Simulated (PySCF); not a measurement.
BaOH, optimised at GFN2-xTB:

```xyz
3

Ba     0.8790     0.6180    -1.2435
O     -0.1835    -0.1290     0.2597
H     -0.6954    -0.4890     0.9839
```

Energies from PySCF (xtb for GFN2), thermal terms from the rigid-rotor harmonic-oscillator model, ideal gas at 1 bar. Open shells (unrestricted): BaOH (multiplicity 2). GFN2 has no spin-polarisation term. Ba: scalar-relativistic def2 core potential, no spin-orbit coupling.

Task: List the harmonic frequencies (cm⁻¹, unscaled) at this level and at the other levels, each on its own geometry.

Result: 
- GFN2-xTB: 369, 369, 494, 3678
- PBE/def2-SVP: 314, 316, 516, 3788
- PBE0/def2-TZVP: 375, 376, 506, 3949
